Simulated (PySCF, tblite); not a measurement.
Species: C₇H₁₃ClOSi.
Atom-mapped SMILES: `[CH3:1][CH2:2]/[C:3]([CH3:4])=[C:5](\[CH:6]=[O:7])[CH2:8][SiH2:9][Cl:10]` (hydrogens: H11, H12, H13 on C1; H14, H15 on C2; H16, H17, H18 on C4; H19 on C6; H20, H21 on C8; H22, H23 on Si9)

Structure used (GFN2-xTB), in Å, numbered top down from 1:
```
atom  x, y, z in Å
C1     2.6620   -0.6070    0.8695
C2     2.0387   -0.5902   -0.5309
C3     0.7944    0.2465   -0.5218
C4     0.9782    1.6974   -0.8199
C5    -0.4380   -0.2219   -0.2026
C6    -0.7000   -1.5980    0.1178
O7    -1.8001   -1.9954    0.4643
C8    -1.6434    0.6610   -0.1387
Si9   -3.2183   -0.2210    0.5004
Cl10  -4.5132    1.4055    0.5387
H11    3.5874   -1.1771    0.8630
H12    2.8816    0.4052    1.2008
H13    1.9770   -1.0605    1.5823
H14    1.8348   -1.6127   -0.8480
H15    2.7556   -0.1622   -1.2344
H16    2.0236    1.9449   -0.9814
H17    0.5917    2.3096   -0.0050
H18    0.4113    1.9695   -1.7111
H19    0.1247   -2.3189    0.0512
H20   -1.8406    1.0779   -1.1302
H21   -1.4318    1.5221    0.5004
H22   -3.1937   -0.5706    1.9153
H23   -3.8868   -1.0772   -0.4696
```

Jobs on this species (23 atoms, 94 electrons) with PySCF (density fitting) and tblite. Hardware of each: an Arm Neoverse V1 with one thread, on a shared host. Other jobs ran on the host; a repeat could differ by tens of per cent or more.

```
level and settings                                                                        work  basis functions  SCF cycles  wall time
          GFN2-xTB                                               Hessian by finite differences                –           –          ?
     PBE0/pcSseg-1  shieldings, charges and field gradients, density and orbital grids written              249          15       92 s
          GFN2-xTB                                                           L-BFGS relaxation                –           –      3.0 s
```

**Question.** Fill in the missing figures.

**Answer.** 
- GFN2-xTB; Hessian by finite differences: 1.4 s

**Question.** What do all jobs in the table cost together?

**Answer.** About 96 s; the longest takes about 95 % of that, and about 66 times as long as the shortest.
